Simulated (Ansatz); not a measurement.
Potential energy curve for Al2, triplet.

- ROHF/aug-cc-pVDZ (Ansatz, a quantum-chemistry and plane-wave program)
- ROMP2 = MP2 on ROHF/aug-cc-pVDZ, frozen core in Ansatz
- ROCCSD = CCSD on ROHF/aug-cc-pVDZ, frozen core run with Ansatz
- ROCCSD(T) = CCSD(T) on ROHF/aug-cc-pVDZ, frozen core (Ansatz)
- UHF/aug-cc-pVDZ (Ansatz)
- UMP2 = MP2 on UHF/aug-cc-pVDZ, frozen core run with Ansatz
- UCCSD = CCSD on UHF/aug-cc-pVDZ, frozen core (Ansatz)
- UCCSD(T) = Ansatz with CCSD(T) on UHF/aug-cc-pVDZ, frozen core
- ROCCSDT = CCSDT on ROHF/aug-cc-pVDZ, frozen core (Ansatz)
- UCCSDT = CCSDT on UHF/aug-cc-pVDZ, frozen core (Ansatz)
- UCCSDT(Q) = CCSDT(Q) on UHF/aug-cc-pVDZ, frozen core run with Ansatz
- UKS-CAM-B3LYP = unrestricted CAM-B3LYP/aug-cc-pVDZ (Ansatz)
- UKS-PBE0 = Ansatz with unrestricted PBE0/aug-cc-pVDZ
- UKS-PBE = unrestricted PBE/aug-cc-pVDZ (Ansatz)
- FCI = Ansatz with full CI/aug-cc-pVDZ, frozen core

All curves are set to zero at 2.81 Å and compared with full CI in the same basis at 2.81, 2.87, 3.07, 3.15, 3.36, 3.65, 4.17, 4.51, 4.90, 5.43, 6.04, 6.74 Å.

**Question.** Order the methods by the spread of their error (largest minus smallest) over these points.

**Answer.** UCCSDT(Q) has the smallest spread and UHF the largest. In order (eV): UCCSDT(Q) 0.0257, ROCCSDT 0.0317, UCCSDT 0.0389, ROCCSD(T) 0.1182, UCCSD(T) 0.1264, UKS-CAM-B3LYP 0.1457, ROCCSD 0.1706, UCCSD 0.1837, ROMP2 0.1913, UMP2 0.2307, UKS-PBE0 0.2697, UKS-PBE 0.3668, ROHF 0.4270, UHF 0.4947.

Errors against full CI at some of the points (eV):

```json
[
 {"method": "UCCSDT(Q)", "3.65 Å": "0.002", "4.17 Å": "0.009", "5.43 Å": "0.021", "6.74 Å": "0.004", "8.36 Å": "—"},
 {"method": "ROCCSDT", "3.65 Å": "0.009", "4.17 Å": "0.022", "5.43 Å": "0.015", "6.74 Å": "-0.004", "8.36 Å": "—"},
 {"method": "UCCSDT", "3.65 Å": "0.012", "4.17 Å": "0.029", "5.43 Å": "0.017", "6.74 Å": "-0.003", "8.36 Å": "—"},
 {"method": "ROCCSD(T)", "3.65 Å": "0.059", "4.17 Å": "0.093", "5.43 Å": "0.002", "6.74 Å": "-0.025", "8.36 Å": "—"},
 {"method": "UCCSD(T)", "3.65 Å": "0.072", "4.17 Å": "0.100", "5.43 Å": "0.000", "6.74 Å": "-0.027", "8.36 Å": "—"},
 {"method": "UKS-CAM-B3LYP", "3.65 Å": "0.110", "4.17 Å": "0.114", "5.43 Å": "0.001", "6.74 Å": "-0.031", "8.36 Å": "—"},
 {"method": "ROCCSD", "3.65 Å": "0.060", "4.17 Å": "0.045", "5.43 Å": "-0.081", "6.74 Å": "-0.111", "8.36 Å": "—"},
 {"method": "UCCSD", "3.65 Å": "0.071", "4.17 Å": "0.048", "5.43 Å": "-0.083", "6.74 Å": "-0.113", "8.36 Å": "—"},
 {"method": "ROMP2", "3.65 Å": "0.183", "4.17 Å": "0.145", "5.43 Å": "0.017", "6.74 Å": "-0.008", "8.36 Å": "—"},
 {"method": "UMP2", "3.65 Å": "0.194", "4.17 Å": "0.131", "5.43 Å": "-0.009", "6.74 Å": "-0.037", "8.36 Å": "—"},
 {"method": "UKS-PBE0", "3.65 Å": "0.082", "4.17 Å": "0.194", "5.43 Å": "0.269", "6.74 Å": "0.259", "8.36 Å": "—"},
 {"method": "UKS-PBE", "3.65 Å": "-0.013", "4.17 Å": "0.036", "5.43 Å": "0.259", "6.74 Å": "0.350", "8.36 Å": "—"},
 {"method": "ROHF", "3.65 Å": "-0.028", "4.17 Å": "-0.181", "5.43 Å": "-0.384", "6.74 Å": "-0.425", "8.36 Å": "—"},
 {"method": "UHF", "3.65 Å": "-0.052", "4.17 Å": "-0.224", "5.43 Å": "-0.440", "6.74 Å": "-0.483", "8.36 Å": "—"}
]
```

Dashes: no converged value, or the column stops at the first point that the program doubted or that broke a chosen test of continuity, which isn't proof of a fault.

The scan ran from 2.15 to 8.36 Å; beyond the distances shown full CI changes its symmetry label. The T1 diagnostic of CCSD on the restricted reference of ROMP2, ROCCSD, ROCCSD(T), ROCCSDT exceeds 0.045 at 3.65 Å.
